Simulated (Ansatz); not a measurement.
Input for Ansatz (a program for electronic structure): R-CCSD(T)/cc-pVTZ on CH5NOSe (SMILES CO[Se]N), a point of a torsion scan. The run froze 17 orbitals, filled d shells among them.

Ansatz 0.2 input:
```yaml
crystal:
  periodic: [false, false, false]
  atoms:
    - {symbol: C, position_ang: [-1.50737020, -0.20148158, 0.26364390]}
    - {symbol: O, position_ang: [-0.62912694, 0.79329506, -0.20610989]}
    - {symbol: Se, position_ang: [0.91247331, 1.17863407, 0.71748848]}
    - {symbol: N, position_ang: [2.16113494, 0.19391855, -0.14757416]}
    - {symbol: H, position_ang: [-2.48195882, 0.25271864, 0.45919779]}
    - {symbol: H, position_ang: [-1.15096149, -0.67930146, 1.17948021]}
    - {symbol: H, position_ang: [-1.61908111, -0.96612109, -0.51040356]}
    - {symbol: H, position_ang: [2.04770218, -0.80939752, -0.05473654]}
    - {symbol: H, position_ang: [2.27173303, 0.44562232, -1.12294244]}
basis:
  gaussian:
    orbitals: cc-pVTZ
magnetization: {spin_polarized: false}
correlation: {method: ccsd_t, electrons: outside_noble_gas}
scf: {lower_state_search: off}
```

It printed:

```
WARN ansatz: RAYON_NUM_THREADS=1 ignored (pool sized by the plan → 1); use --threads N
Functional definition: HF
these checks for a lower state are left out or cut short: stability, starts, cluster_reference, orbital_swaps, neighbouring_geometries, increment
integrals: 0.85 GiB planned
1204 factors; integrals over basis functions are off by at most 1.1e-3 eV
mean field: 0.66 GiB planned
mean field evaluation 1: about -69930.1908 eV, gradient 3.6e1 eV
mean field evaluation 2: about -69930.3828 eV, gradient 3.6e1 eV
mean field evaluation 4: about -69933.1059 eV, gradient 4.4e0 eV
mean field evaluation 8: about -69933.1610 eV, gradient 3.9e-1 eV
mean field -69933.16170562 eV, -2569.9962902822 hartree, gradient 3.6e-6 eV, S^2 0.000000; 0 other end points of the search recorded, 0 dependent functions left out
17 core orbitals not correlated
reference -69933.16170562 eV, -2569.9962902822 hartree; 13, 13 occupied and 173, 173 virtual orbitals, 1204 factors
second order -21.52209280 eV of doubles, -0.00000000 eV of singles
coupled cluster: 1.22 GiB planned
cycle   1  -21.64717922 eV  change   -1.3e-1 eV  update   1.1e-1
cycle   2  -22.20713951 eV  change   -5.6e-1 eV  update   3.5e-2
cycle   3  -22.34866861 eV  change   -1.4e-1 eV  update   2.0e-2
cycle   4  -22.33780457 eV  change    1.1e-2 eV  update   5.8e-3
cycle   5  -22.33653441 eV  change    1.3e-3 eV  update   3.5e-3
cycle   6  -22.33801627 eV  change   -1.5e-3 eV  update   1.3e-3
cycle   7  -22.33734222 eV  change    6.7e-4 eV  update   4.9e-4
cycle   8  -22.33721753 eV  change    1.2e-4 eV  update   1.7e-4
cycle   9  -22.33728635 eV  change   -6.9e-5 eV  update   7.3e-5
cycle  10  -22.33726182 eV  change    2.5e-5 eV  update   3.5e-5
cycle  11  -22.33726572 eV  change   -3.9e-6 eV  update   1.4e-5
perturbative correction -0.93179507 eV, -0.0342428374 hartree
Total energy: -69956.43076642 eV, -2570.8514124940 hartree
Checks for a lower state left out: stability, starts, cluster_reference, orbital_swaps, neighbouring_geometries, increment
```

The run converged.

Cost: around 2.2 core-minutes (rough).
